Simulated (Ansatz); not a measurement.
The cluster Li6Si, relaxed as a singlet with RKS B3LYP-D4/def2-TZVP in Ansatz, starting from the GFN1-xTB geometry. Force threshold 0.02 eV/Å.

The structure comes from a short search, and lower isomers may exist.

Start:

```xyz
7

Li   -1.486   -1.418    1.838
Li    2.538    1.610   -0.610
Li    0.063    1.079   -1.257
Li    1.635   -0.688   -0.931
Li   -2.396    0.346    0.328
Li    0.521    0.342    1.041
Si   -0.875   -1.270   -0.410
```

| step | energy (eV) | largest force component (eV/Å) | SCF passes |
| --- | --- | --- | --- |
| 1 | -9106.2343 | 1.094 | 20 |
| 2 | -9106.9156 | 0.355 | 23 |
| 3 | -9107.1091 | 0.237 | 23 |
| 4 | -9107.1768 | 0.203 | 22 |
| 5 | -9107.2262 | 0.091 | 22 |
| 6 | -9107.2364 | 0.053 | 22 |
| 7 | -9107.2369 | 0.030 | 22 |
| 8 | -9107.2391 | 0.004 | 22 |

Force components are those of the run's own axes.

End:

```xyz
7

Li   -1.163   -2.125    1.604
Li    3.006    1.635   -0.782
Li    0.038    1.092   -1.583
Li    1.486   -1.085   -0.568
Li   -2.842    0.412    0.421
Li    0.382    0.802    1.178
Si   -0.908   -0.731   -0.270
```

Bonds lost: Li1–Li5, Li1–Li6, Li2–Li6 (atoms count from 1). Metal–metal contacts that move far: Li2–Li4 2.49 to 3.12 Å, Li2–Li3 2.61 to 3.12 Å. The end is the same structure that another start reached, the lowest one found.

No frequencies were taken in this run, so the end may be a saddle point.

It took 7.5 s on 4 threads of Arm Neoverse V2 on a shared host.
